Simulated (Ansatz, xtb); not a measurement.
## Relative energy of two isomers of C5H8O2

Structure I: `C=C(/C=C\O)OC`, a singlet. Structure II: `C=C(O)/C=C\OC`, a singlet. Both are isolated molecules in the gas phase, relaxed with B3LYP-D3(BJ)/def2-SVP; the shapes shown needn't be the lowest conformers.

I (Å):

```xyz
15

C     1.2078   -1.2866    1.5981
C     0.4174   -0.7386    0.6513
C     0.3290   -1.2220   -0.7222
C    -0.4489   -0.7048   -1.7019
C    -0.4282    0.9308    2.1624
O    -1.2830    0.3391   -1.6140
O    -0.4010    0.3471    0.8770
H     1.8253   -2.1451    1.3358
H     1.2648   -0.9169    2.6201
H     0.9513   -2.0811   -0.9739
H    -0.4414   -1.1445   -2.7044
H    -1.2284    0.6683   -0.6952
H    -1.1373    1.7675    2.1151
H     0.5675    1.3105    2.4492
H    -0.7671    0.2061    2.9225
```

II (Å):

```xyz
15

C     1.2709   -2.7237    0.4794
C     0.4377   -1.7936    0.9927
C    -0.9868   -1.7730    0.6456
C    -1.9116   -0.9014    1.0859
C    -2.6702    0.7269    2.6284
O     0.9098   -0.8577    1.8546
O    -1.6002    0.1453    1.9071
H     0.8975   -3.4812   -0.2089
H     2.3277   -2.7266    0.7494
H     0.1835   -0.2644    2.1062
H    -1.3297   -2.5444   -0.0455
H    -2.9629   -0.9630    0.7823
H    -2.2703    1.6050    3.1517
H    -3.4751    1.0513    1.9451
H    -3.0876    0.0208    3.3676
```

Question: Estimate E(II) − E(I) at the level CCSD(T)/def2-SVP + ΔMP2/def2-TZVPP.

Answer: Calculated at CCSD(T)/def2-SVP + ΔMP2/def2-TZVPP: E(II) − E(I) = +15.0 kJ/mol, so structure I lies lower.

The same difference at several levels:

```csv
level,geometry,E(II) − E(I) (kJ/mol),departure from the last row (kJ/mol),"job, with rough time for the two"
GFN2-xTB,GFN2-xTB,+15.5,+0.4,"optimisation, 0.15 s"
HF/STO-3G,GFN2-xTB,+18.2,+3.1,"single point, 0.5 s"
r2SCAN-D4/def2-SVP,GFN2-xTB,+20.6,+5.6,"single point, 3.5 s"
B3LYP-D3(BJ)/def2-SVP,B3LYP-D3(BJ)/def2-SVP,+20.0,+5.0,"optimisation, 68 s"
HF/def2-SVP,B3LYP-D3(BJ)/def2-SVP,+16.5,+1.5,part of the CCSD(T) run
MP2/def2-SVP,B3LYP-D3(BJ)/def2-SVP,+20.7,+5.7,part of the CCSD(T) run
CCSD(T)/def2-SVP,B3LYP-D3(BJ)/def2-SVP,+17.7,+2.7,single point
CCSD(T)/def2-SVP + ΔMP2/def2-TZVPP,B3LYP-D3(BJ)/def2-SVP,+15.0,,"single point, 90 s"
```

As drawn, both hold the same kinds of bond in the same numbers.

None of the levels shown reverses the order. The largest departure from CCSD(T)/def2-SVP + ΔMP2/def2-TZVPP is that of MP2/def2-SVP, 5.7 kJ/mol. The last row adds to CCSD(T) the change of the MP2 difference between the two basis sets, here −2.7 kJ/mol.

With thermal terms from frequencies at re-optimised GFN2-xTB minima (ideal gas, soft modes damped towards free rotors, one conformer each, 298.15 K, 1 atm): the zero-point term adds −2.1 kJ/mol; ΔH is +14.1 and ΔG +11.2 kJ/mol.

The correlated steps freeze 7 core orbitals. Programs: Ansatz 0.2.0, xtb 6.7.1; the last row on 2 threads of Intel(R) Xeon(R) Platinum 8488C (Sapphire Rapids) on a shared host.
